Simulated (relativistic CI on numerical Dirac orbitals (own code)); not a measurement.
Line list: Electric-dipole lines, W⁴⁹⁺

These numbers are calculated, not measured: Dirac-Coulomb-Breit CI, orbitals from a KLI potential per configuration, QED by a radiative potential, unscaled Slater integrals (own radial code, finite nucleus).

Configuration list (outside the closed core [Ne]): 3s2 3p6 3d7, 3s2 3p5 3d8, 3s2 3p4 3d9, 3s 3p6 3d8, 3p6 3d9, 3s 3p5 3d9, 3s2 3p6 3d6 4s, 3s2 3p6 3d6 4p, 3s2 3p4 3d8 4s, 3s2 3p6 3d6 4d, 3s2 3p4 3d8 4p, 3s2 3p5 3d7 4s, 3s2 3p6 3d6 4f, 3s2 3p5 3d7 4p, 3s2 3p6 3d5 4s2, 3s 3p6 3d7 4s. Levels of other configurations are missing.

```csv
λ vac (Å),Lower,Upper,A (s⁻¹),gf,Branching (%)
6.5679,3s2 3p6 3d7 4F_9/2 [1],3s2 3p6 3d6 4p 2H°_11/2 [195],8.31e+12,6.45e-01,99.1
6.5738,3s2 3p6 3d7 4F_9/2 [1],3s2 3p6 3d6 4p 4F°_9/2 [194],6.30e+12,4.08e-01,98.5
17.743,3s2 3p6 3d7 2H_9/2 [15],3s2 3p5 3d8 2F°_7/2 [60],4.58e+12,1.73e+00,61.3
17.943,3s2 3p6 3d7 4F_9/2 [5],3s2 3p5 3d8 2G°_9/2 [50],1.70e+12,8.21e-01,23.7
17.983,3s2 3p6 3d7 2F_7/2 [17],3s2 3p5 3d8 2D°_5/2 [59],3.89e+12,1.13e+00,55.2
18.059,3s2 3p6 3d7 4F_7/2 [4],3s2 3p5 3d8 4D°_7/2 [49],1.65e+12,6.46e-01,27.5
18.104,3s2 3p6 3d7 2D_3/2 [19],3s2 3p5 3d8 2D°_3/2 [69],5.67e+12,1.11e+00,98.7
18.161,3s2 3p5 3d8 2H°_11/2 [35],3s2 3p4 3d9 2G_9/2 [93],5.53e+12,2.74e+00,66.5
18.164,3s2 3p6 3d7 2F_7/2 [10],3s2 3p5 3d8 2F°_5/2 [52],3.95e+12,1.17e+00,57.5
18.168,3s2 3p6 3d7 2H_11/2 [9],3s2 3p5 3d8 2G°_9/2 [50],4.96e+12,2.45e+00,69.0
18.248,3s2 3p6 3d7 4F_9/2 [5],3s2 3p5 3d8 4D°_7/2 [49],1.91e+12,7.62e-01,31.8
18.387,3s2 3p6 3d7 4P_5/2 [7],3s2 3p5 3d8 4D°_7/2 [49],1.88e+12,7.63e-01,31.3
18.462,3s2 3p6 3d7 2H_9/2 [15],3s2 3p5 3d8 2H°_9/2 [58],2.31e+12,1.18e+00,82.0
21.844,3s2 3p5 3d8 4G°_11/2 [20],3s 3p6 3d8 4F_9/2 [76],3.13e+12,2.24e+00,64.6
21.930,3s2 3p5 3d8 4G°_9/2 [29],3s 3p6 3d8 4F_7/2 [82],2.57e+12,1.48e+00,58.0
27.395,3s2 3p5 3d8 2G°_9/2 [50],3s2 3p4 3d9 2F_7/2 [97],2.82e+12,2.54e+00,28.0
27.418,3s2 3p6 3d7 4F_9/2 [1],3s2 3p5 3d8 4D°_7/2 [25],2.16e+12,1.95e+00,90.2
27.665,3s2 3p6 3d7 4F_7/2 [4],3s2 3p5 3d8 4D°_5/2 [37],1.25e+12,8.59e-01,68.2
27.686,3s2 3p6 3d7 4F_9/2 [5],3s2 3p5 3d8 2F°_7/2 [39],1.85e+12,1.70e+00,80.7
27.980,3s2 3p6 3d7 2D_5/2 [3],3s2 3p5 3d8 2P°_3/2 [28],1.55e+12,7.26e-01,71.9
28.012,3s2 3p6 3d7 4P_5/2 [7],3s2 3p5 3d8 4S°_3/2 [38],1.82e+12,8.55e-01,85.8
28.129,3s2 3p6 3d7 2H_11/2 [9],3s2 3p5 3d8 2G°_9/2 [40],1.56e+12,1.85e+00,78.4
28.215,3s2 3p5 3d8 4D°_7/2 [25],3s2 3p4 3d9 2D_5/2 [68],2.16e+12,1.55e+00,56.2
28.478,3s2 3p6 3d7 2D_5/2 [3],3s2 3p5 3d8 2D°_5/2 [27],1.11e+12,8.11e-01,84.7
28.795,3s2 3p6 3d7 2H_9/2 [15],3s2 3p5 3d8 2G°_7/2 [45],1.12e+12,1.11e+00,78.0
29.021,3s2 3p6 3d7 4F_9/2 [1],3s2 3p5 3d8 4F°_9/2 [23],1.10e+12,1.39e+00,95.7
29.039,3s2 3p5 3d8 4F°_9/2 [23],3s2 3p4 3d9 4F_9/2 [63],1.17e+12,1.47e+00,54.1
29.317,3s2 3p6 3d7 2H_11/2 [9],3s2 3p5 3d8 2H°_11/2 [35],4.84e+11,7.48e-01,91.9
29.380,3s2 3p6 3d7 4F_7/2 [4],3s2 3p5 3d8 4D°_7/2 [30],4.90e+11,5.07e-01,80.2
29.585,3s2 3p6 3d7 2F_7/2 [10],3s2 3p5 3d8 2G°_7/2 [36],8.17e+11,8.58e-01,76.1
```

Terms are leading LS components. Brackets give the number of a level in order of energy, since labels repeat. The list gives strong lines, with weight on those to low levels, without lines whose two gauges differ by over a factor of 2.5, among the lowest 200 of 2750 levels, so that lines to higher ones, which can be the strongest, are missing. Levels whose partners in the same complex of configurations lie outside the list can be far off, and so can their lines. Rates are taken at the computed energies, electric ones in the length gauge.

At this charge energies of transitions that change n are usually good to better than 1 %, and those within a shell (Δn = 0) to a few per cent.

LS names give the leading component of a level, which can be under half, so a name can repeat, a term be missing and a line seem to break the LS rules.
